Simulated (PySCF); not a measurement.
Energies from PySCF, thermal terms from the rigid-rotor harmonic-oscillator model, ideal gas at 1 bar. 'Table' is the NASA 1993 thermochemical table (part measured, part estimated). All species are closed-shell singlets. Br: all electrons, no relativistic terms. The harmonic model lacks anharmonicity and excited electronic states, which grow with temperature; levels with a mode under 35 cm⁻¹ are left out. The table's entry may be an old estimate for AlBr (not checked at source).

Harmonic frequencies at PBE0/def2-TZVP (cm⁻¹): 370. Point group C∞v; S°(298 K) = 239.8 J/mol/K at this level.

**Question.** Work out Cp and S° of gaseous AlBr at 500, 800, 1200, 1600, 2000 K from these, and set them beside the table.

**Answer.** 
| T (K) | Cp PBE0/def2-TZVP | Cp table | S° PBE0/def2-TZVP | S° table |
|---|---|---|---|---|
| 500 | 36.7 | 36.9 | 258.5 | 258.4 |
| 800 | 37.1 | 37.5 | 275.8 | 275.9 |
| 1200 | 37.3 | 37.9 | 290.9 | 291.2 |
| 1600 | 37.3 | 38.1 | 301.7 | 302.1 |
| 2000 | 37.4 | 38.3 | 310.0 | 310.6 |
Units J/mol/K.
